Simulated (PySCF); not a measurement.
Isomers of CH4OSi. All species are isolated molecules in the gas phase. One relaxed conformer stands for each flexible species; it need not be the lowest. Strings in code marks are SMILES.

The numbers are results of B3LYP-D3(BJ)/def2-TZVP run with PySCF 2.14.0, not measurements. All candidates: neutral, multiplicity 1. B3LYP has the VWN-RPA correlation part, as in Gaussian. Excitations are Tamm–Dancoff values on a coarser integration grid. The basis has no diffuse functions, so Rydberg states are missing or too high.

| Property | Result |
|---|---|
| HOMO–LUMO gap | 6.73 eV |
| LUMO | -0.76 eV |
| S1 excitation (TDA) | 5.93 eV |

Question: Say which member has these values.
(A) `C1O[SiH2]1`
(B) `O=C[SiH3]`
(C) `C=[SiH]O` (C–Si–O–H torsion 0°)
(D) `C[SiH]=O`

Answer: A, `C1O[SiH2]1`. The others give `O=C[SiH3]`: 5.03 eV, -1.91 eV, 3.28 eV; `C[SiH]=O`: 5.91 eV, -1.72 eV, 4.38 eV; `C=[SiH]O` (C–Si–O–H torsion 0°): 5.49 eV, -0.50 eV, 4.77 eV
